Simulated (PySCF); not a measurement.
# How methods differ on the ionisation energy of Ho⁴¹⁺

Ho⁴¹⁺ [Ar] 3d8 (3F) → Ho⁴²⁺ [Ar] 3d7 (4F), as a difference of total energies. Computed with PySCF 2.14 in an even-tempered Gaussian basis (18 s from 8 bohr⁻², ratio 2.5; 13 p from 10 bohr⁻², ratio 2.5; 8 d from 10 bohr⁻², ratio 2.5; 4 f from 43 bohr⁻², ratio 2.7; 3 g from 65 bohr⁻², ratio 2.7), with the spin-free X2C one-electron Hamiltonian (Gaussian nucleus). Correlated levels: outer shells: [Ne] frozen; virtual orbitals above 40 to 60 times the deepest correlated orbital energy dropped. The calculations carry no spin-orbit coupling.

| method | ionisation energy (eV) |
| --- | --- |
| UHF | 3254.1 |
| LDA | 3254.6 |
| PBE | 3254.5 |
| PBE0 | 3255.0 |
| r2SCAN | 3256.2 |
| M06-L | 3257.8 |
| MP2 (outer shells) | 3255.6 |
| SCS-MP2 (outer shells) | 3255.6 |

Spin-orbit coupling is strong in these open shells (close to jj coupling). The scalar numbers leave it out and a first-order estimate fails, so it can dominate the gap to the real levels.

Breit and QED terms and the two-electron picture change are absent.

For comparison: 3238 ± 4 eV (theoretical estimate listed by NIST; NIST Atomic Spectra Database, ionization energies).
